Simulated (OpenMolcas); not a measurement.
Mo3+ among 6 point charges of -1.5 e arranged as a tetragonal octahedron (D4h), 2.02 Å from the ion, with the axial distance 2.222 Å.
```
   2.0200    0.0000    0.0000  -1.50
   0.0000    2.0200    0.0000  -1.50
  -2.0200    0.0000    0.0000  -1.50
   0.0000   -2.0200    0.0000  -1.50
   0.0000    0.0000    2.2220  -1.50
   0.0000    0.0000   -2.2220  -1.50
```

- Program: OpenMolcas
- Method: CASSCF
- Basis: ANO-RCC-VDZP [6s5p3d1f]
- Scalar Hamiltonian: DKH2, point nucleus
- Active space: 3 electrons in 5 orbitals (4d)
- State averaging: 2S+1 = 4 even, 10 roots; 2S+1 = 2 even, 40 roots
- Spin-orbit coupling: RASSI with atomic mean-field integrals over the reference wave functions

What is the spin-free ground state (labels of D4, the rotations of D4h)?

4B1, 1-fold in its orbital part, 100 % from free-ion F terms; it has the highest spin that d3 allows.

Where is the first state of the same spin?

4E at 8380 cm-1 above the ground state.

What are the lowest two levels with spin-orbit coupling?

A 2-fold level E3/2 with g = 1.77, 3.51, 3.51, then a 2-fold level E1/2 12.6 cm-1 above it. Their leading multiplicities are 4 (100 %) and 4 (100 %).

What is χT at 300 K, and how does it compare with the textbook value?

The lowest level has 2S+1 = 4, for which the spin-only value is χT = S(S+1) / 2 = 1.875 cm3 K/mol (g = 2). The computed 1.519 at 300 K differs by -0.356, through orbital momentum, spin-orbit coupling and any other state in reach.

Without dynamic correlation the repulsion within the d shell is too large (B by tens of per cent), so at a given field states of lower spin stand too high. Point charges carry no covalency, so the field is a model and not that of real ligands. No measured value stands beside these numbers.
